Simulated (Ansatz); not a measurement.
`N=C([SiH3])[SiH2]N` + `C=C[SiH2]N` → `C=C[SiH2]N[SiH3]` + `N=C[SiH2]N`  (ligand exchange at the Si–C bond)

Calculated with Ansatz (gas phase, PBE0-D4/def2-TZVP geometries, no zero-point term in ΔE). CBS: MP2 limit from def2 TZ/QZ plus the TZ coupled-cluster correction, frozen cores. DFT in def2-TZVPP. Each species was taken in one conformer, which may not be the lowest.

```json
{"level": "B2PLYP", "ΔE (kcal/mol)": "-16.3"}
{"level": "HF/CBS(def2)", "ΔE (kcal/mol)": "-20.3"}
```

**Question.** What does CCSD(T)/CBS give? (An estimate is asked.)

**Answer.** Computed: -16.1 kcal/mol. The listed levels differ from it by -0.2, -4.2 kcal/mol.

Largest T1 diagnostic among the species: 0.013.

From PBE to PBE0 (25 % exact exchange), in def2-TZVPP and without D4, ΔE moves by −1.7 kcal/mol. In def2-TZVPP, CCSD(T) changes the Hartree–Fock value by +3.9 kcal/mol (the triples alone add +0.8 kcal/mol) and MP2 by +3.4 kcal/mol.
